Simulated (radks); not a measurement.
Results of a calculation; reference values are marked as such.
Hf I, 72 electrons, occupied as [Xe] 4f14 5d2 6s2.

Level of theory: scalar-relativistic Kohn-Sham, exchange-only LDA, spin-polarised, spherical densities, finite nucleus; open shells are filled with parallel spins first (spin-orbit coupling, left out, can overturn this in heavy ions); Fermi nuclear charge, rms radius 5.347 fm (a radial shooting solver on a logarithmic mesh with Libxc functionals).

Energy parts (hartree):
| part | energy |
|---|---|
| total | -15059.7913 |
| kinetic | 16497.1013 |
| electron-nucleus | -37168.0251 |
| Hartree | 5902.2305 |
| exchange | -291.0979 |

Orbitals (lengths in bohr, moments of r in powers of bohr):
| orbital | occ. | eigenvalue (hartree) | <r^2> |
|---|---|---|---|
| 1s up | 1 | -2396.292 | 0.0004958 |
| 1s down | 1 | -2396.292 | 0.0004958 |
| 2s up | 1 | -409.8198 | 0.007652 |
| 2s down | 1 | -409.8180 | 0.007652 |
| 2p up | 3 | -360.0789 | 0.006288 |
| 2p down | 3 | -360.0775 | 0.006288 |
| 3s up | 1 | -93.31198 | 0.04987 |
| 3s down | 1 | -93.31182 | 0.04987 |
| 3p up | 3 | -78.44580 | 0.05048 |
| 3p down | 3 | -78.44559 | 0.05048 |
| 3d up | 5 | -60.78784 | 0.04190 |
| 3d down | 5 | -60.78702 | 0.04190 |
| 4s up | 1 | -18.72830 | 0.2480 |
| 4s down | 1 | -18.72747 | 0.2480 |
| 4p up | 3 | -13.84695 | 0.2823 |
| 4p down | 3 | -13.84605 | 0.2823 |
| 4d up | 5 | -7.53097 | 0.3330 |
| 4d down | 5 | -7.52950 | 0.3328 |
| 4f up | 7 | -0.57400 | 0.6043 |
| 4f down | 7 | -0.56769 | 0.5922 |
| 5s up | 1 | -2.42880 | 1.458 |
| 5s down | 1 | -2.40442 | 1.445 |
| 5p up | 3 | -1.28065 | 2.075 |
| 5p down | 3 | -1.24556 | 2.044 |
| 5d up | 2 | -0.08801 | 7.923 |
| 5d down | 0 | -0.03916 | 9.966 |
| 6s up | 1 | -0.17818 | 13.32 |
| 6s down | 1 | -0.13554 | 15.17 |

The highest occupied level is 5d up at -2.395 eV. For comparison, the ionisation energy in NIST's Atomic Spectra Database is 6.825 eV (measured). In exact Kohn-Sham theory the highest level is minus the ionisation energy, but local and semilocal functionals leave it too shallow, through self-interaction and a potential that decays too fast; potentials with the right tail come closer. Summed over all electrons, <r^2> = 74.36 bohr^2, which gives a Langevin (diamagnetic) susceptibility term of -58.9 x 10^-6 cm^3/mol. The density falls to 0.001 e/bohr^3 at r = 5.02 bohr. The spin density at the nucleus is 1.197 e/bohr^3 (1s -0.007, 2s -0.239, 3s 0.115, 4s 0.098, 5s -7.162, 6s 8.391). The electron density at the nucleus is 1.277e+06 e/bohr^3 (large components only). Spin moment in Bohr magnetons: 2.
